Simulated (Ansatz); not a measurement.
Computed with Ansatz.

CH₄ClFSn, SMILES `[CH3][SnH]([F])[Cl]` at its PBE0-D4/def2-TZVP geometry, where that method's forces vanish. Charge 0, multiplicity 1. Sn takes the def2 core potential.

```csv
atom,x (Å),y (Å),z (Å)
C1,-0.7651,-0.9163,-0.1463
Sn2,0.6650,0.5894,0.2489
F3,1.8074,0.6485,-1.2918
Cl4,-0.3959,2.6526,0.2635
H5,-1.2657,-0.6686,-1.0813
H6,-0.2642,-1.8794,-0.2394
H7,-1.4943,-0.9533,0.6622
H8,1.7129,0.5271,1.5842
```

Task: For each bond, give half the difference of the two atoms' forces along it (eV/Å; positive pushes the atoms apart) under PBE-D4, r2SCAN-D4, B3LYP-D4, ωB97M-V in def2-TZVPP. (Best estimate.)

Result: The calculation gave: 
```
   bond  length (Å)  PBE-D4  r2SCAN-D4  B3LYP-D4  ωB97M-V
 C1–Sn2       2.114    0.01       0.05      0.17    -0.02
  C1–H5       1.089    0.08      -0.03     -0.08    -0.03
  C1–H6       1.090    0.08      -0.03     -0.09    -0.04
  C1–H7       1.089    0.08      -0.03     -0.08    -0.04
 Sn2–F3       1.919    0.50       0.08      0.27     0.06
Sn2–Cl4       2.320    0.19       0.07      0.22     0.00
 Sn2–H8       1.699    0.01      -0.04     -0.09    -0.12
```

B3LYP here is the variant with VWN-RPA as its local correlation; programs differ in this.
